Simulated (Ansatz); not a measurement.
CdMe(SiH3) (CH₆CdSi), relaxed as a singlet with RKS r2SCAN-D4/def2-TZVP in Ansatz, starting from the GFN2-xTB geometry. Force threshold 0.02 eV/Å.

In the def2 sets Cd takes a core potential; there is no spin–orbit coupling.

Start:

```tsv
atom	x (Å)	y (Å)	z (Å)
Cd1	0.150	0.081	-0.161
C2	1.928	0.527	-1.455
H3	2.859	0.461	-0.888
H4	1.884	1.529	-1.887
H5	2.010	-0.177	-2.287
Si6	-1.849	-0.500	1.389
H7	-3.187	-0.352	0.771
H8	-1.942	0.322	2.618
H9	-1.854	-1.891	1.900
```

```csv
step,energy (eV),largest force component (eV/Å),SCF passes
1,-13577.9217,0.553,17
2,-13578.0524,0.139,19
3,-13578.0609,0.021,20
4,-13578.0611,0.009,22
```

Force components are those of the run's own axes.

End:

```xyz
9

Cd    0.171    0.058   -0.143
C     1.838    0.501   -1.386
H     2.764    0.438   -0.811
H     1.753    1.508   -1.798
H     1.895   -0.210   -2.214
Si   -1.779   -0.480    1.335
H    -3.090   -0.307    0.648
H    -1.818    0.383    2.551
H    -1.733   -1.890    1.817
```

By distances, no bond broke or formed. The bond that changes most is Cd1–C2, from 2.24 to 2.13 Å (atoms count from 1).

No frequencies were taken in this run, so the end may be a saddle point.

Hardware: 4 threads of Arm Neoverse V2 on a shared host. Wall time 6 s.
